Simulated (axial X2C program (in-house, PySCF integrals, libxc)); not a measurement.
# OCuO: properties at the nuclei

Calculated with an axial X2C code built on PySCF integrals: two-component X2C with atomic mean-field Coulomb and Gaunt terms, Gaussian nuclei, basis O dyall-av3z, Cu dyall-v3z with contracted cores.

O–Cu–O held linear, with bonds 1.716 and 1.716 Å (near the PBE0 minimum at charge 0 of the determinant lowest at the starting distance; the state shown can have its own minimum elsewhere, held linear; other orders of the atoms were not compared).

Determinant lowest in the PBE0 search, Ω = 5/2 (⟨Sz⟩ = 1.50, ⟨Lz⟩ = 1.00 at PBE0), spin on the atoms O 0.63, Cu 0.23, O 0.63:

```tsv
level	A∥/gI O (MHz)	qzz O (a.u.)	A∥/gI Cu (MHz)	qzz Cu (a.u.)
PBE0	50.8	-1.42	-67.7	-0.97
HF	132	-0.89	-290	-0.37
PBE	31.8	-1.30	20.8	-0.57
```

Determinant 0.00 eV from it at PBE0 and this distance, Ω = 1/2 (⟨Sz⟩ = 1.50, ⟨Lz⟩ = -1.00 at PBE0), spin on the atoms O 0.63, Cu 0.23, O 0.63:

```json
{"level": "PBE0", "A∥/gI O (MHz)": "-672", "qzz O (a.u.)": "-1.41", "A∥/gI Cu (MHz)": "203", "qzz Cu (a.u.)": "-0.99"}
{"level": "HF", "A∥/gI O (MHz)": "-752", "qzz O (a.u.)": "-1.02", "A∥/gI Cu (MHz)": "1040", "qzz Cu (a.u.)": "-2.03"}
{"level": "PBE", "A∥/gI O (MHz)": "-630", "qzz O (a.u.)": "-1.30", "A∥/gI Cu (MHz)": "-100", "qzz Cu (a.u.)": "-0.58"}
```

A∥ (defined per Ω) follows by multiplying with gI = μI/(I μN); qzz is the electric field gradient, eQq0 = 234.96 MHz × Q/barn × qzz. The operators were transformed with the bare-nucleus X2C matrices; with these basis sets, hyperfine constants and field gradients can be off by tens of per cent, and where levels differ in sign neither size nor sign is settled.

Task: With Q(17O) = -0.02558 barn (Q from Pyykkö, Mol. Phys. 2018), turn the PBE0 values of the first state into constants in MHz.

Result: eQq0(17O) = 234.96 × (-0.02558) × (-1.42) = 8.53 MHz.

The molecule was held linear; bending was not examined, so a bent shape may lie lower.

Each state is one determinant with collinear spin, which with several unpaired electrons need not be a pure state. Unrestricted Hartree–Fock can overshoot spin polarisation at the nuclei. With several open shells hyperfine constants can be off by a factor of several. The search compared states at one distance, so a state with another bond length can lie lower. Where a field gradient or hyperfine factor spreads by more than a factor of two over the levels, a constant derived from it is not to be relied on. PBE0 term energies can be off by some tenths of an eV.
